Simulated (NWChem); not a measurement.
**Correlation energy of As (-1)**

```
As
```
Charge -1, spin multiplicity 3.

Everything below was run with NWChem.

Basis set: def2-TZVPD. Each correlation energy counts from its own Hartree-Fock reference.

The Hamiltonian is non-relativistic. The correlated methods keep 9 core orbitals frozen. No SCF solution was tested for a lower state. Open-shell Hartree-Fock references start from PBE0 orbitals. Coupled-cluster values serve here as a point of comparison, not as the truth.

```
method           correlation energy (mHa)
---------------  ------------------------
CCSD(T) on UHF                     -238.2
UMP2                               -221.4
CCSD(T) on ROHF                       [?]
CCSD[T] on UHF                     -238.7
SCS-UMP2                              [?]
CCSD on ROHF                       -234.9
CCSD[T] on ROHF                    -243.4
CCSD on UHF                        -230.6
```

Problem. What belongs in the gaps?

Solution. 
- CCSD(T) on ROHF, correlation energy (mHa): -243.0
- SCS-UMP2, correlation energy (mHa): -204.5
